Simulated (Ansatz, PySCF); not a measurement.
Gas-phase reaction in SMILES: [SnH3] (SnH3) -> [SnH3-] (an electron is taken up)

Wanted: adiabatic electron affinity (0 K, with zero-point energies), in eV. Positive where the reaction releases energy. Terms: spin-orbit terms left out; def2 sets with scalar-relativistic core potentials past Kr; open shells spin-unrestricted; no dispersion term unless named. Ab initio and DFT rows: single points at B3LYP-D3(BJ) geometries (Ansatz, an electronic-structure program), with unscaled harmonic terms from B3LYP/6-31G* (LANL2DZ past Ar) at its own minima.

| species | coefficient | E at BP86/def2-SVP (PySCF), Eh | E at PBE0/def2-TZVPD (Ansatz), Eh | zero-point energy, kcal/mol |
|---|---|---|---|---|
| [SnH3] (SnH3) | +1 | -216.15226 | -216.04154 | 10.85 |
| [SnH3-] | -1 | -216.21904 | -216.10626 | 9.89 |

 1 Eh = 27.2114 eV and 1 eV = 23.0605 kcal/mol.

Work the quantity out at each level.


- BP86/def2-SVP: the sum of coefficient times E is 0.06678 Eh, or 1.817 eV; the thermal terms add 0.042. Result: 1.86 eV.
- PBE0/def2-TZVPD: the sum of coefficient times E is 0.06472 Eh, or 1.761 eV; the thermal terms add 0.042. Result: 1.80 eV.
